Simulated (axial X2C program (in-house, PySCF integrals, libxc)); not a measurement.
# Working with the constants of SiI

A bond curve at the CCSD(T) level, 2c, was computed with an in-house all-electron X2C program for linear molecules (integrals from PySCF) (basis I dyall-cv3z [11s12p8d4f1g], Si dyall-v3z [8s7p2d1f] (cores contracted in-house)) for the state Ω = 1/2 (⟨Sz⟩ = -0.50, ⟨Lz⟩ = 1.00 at HF). Its fit gives Re = 2.4628 Å, ωe = 358.3 cm⁻¹, ωexe = 1.13 cm⁻¹ and αe = 5.478e-04 cm⁻¹; the masses are 126.9045 and 27.9769 u. Two-component means X2C with spin–orbit coupling and atomic mean-field Coulomb and Gaunt terms.

Correlated methods: 11 electrons correlated (number of frozen shells: I 4 s, 3 p, 2 d; Si 2 s, 1 p), 217 virtual spin orbitals or spinors in MP2, 90 natural virtuals in coupled cluster.

**Question.** Find the reduced mass, Be and the force constant.

**Answer.** From the CCSD(T) values: μ = 22.9233 u. Be = 16.8576/(μ Re²) = 0.1212 cm⁻¹. k = 5.8918×10⁻⁷ μ ωe² = 1.73 mdyn/Å.

**Question.** Estimate De from a Morse curve and compare with the computed well depth of 2.810 eV to I + Si.

**Answer.** De(Morse) = ωe²/(4ωexe) = 3.521 eV against 2.810 eV computed, a ratio of 1.25. The extrapolation overshoots: the well softens faster than a Morse curve, or the lowest atomic limit lies below the one to which the curve heads.

**Question.** A Morse curve ties αe to the other constants (Pekeris). How well does that hold?

**Answer.** αe(Morse) = 6Be²/ωe × (√(ωexe/Be) − 1) = 5.053e-04 cm⁻¹; the CCSD(T) curve gives 5.478e-04 cm⁻¹, a ratio of 0.92.

**Question.** Where do the fundamental and the first overtone lie?

**Answer.** ν(1←0) = ωe − 2ωexe = 356.0 cm⁻¹; ν(2←0) = 2ωe − 6ωexe = 709.8 cm⁻¹.

**Question.** Estimate the centrifugal constant by the Kratzer relation.

**Answer.** D = 4Be³/ωe² = 5.55e-08 cm⁻¹.

The state is a single determinant with fixed occupations, the lowest that a limited PBE0 search found. Dissociation energies refer to the lowest single-determinant-based atoms at the same level and basis. Coupled cluster ran in a truncated set of natural virtual spinors; the MP2 energy of the rest was added. (T) has no such correction and the atoms are truncated less, which lowers De at CCSD(T) by a hundredth of an eV or more. In 2c an atomic determinant is not the ground J level, so De misses part of the atomic spin–orbit lowering. This holds for CCSD(T).
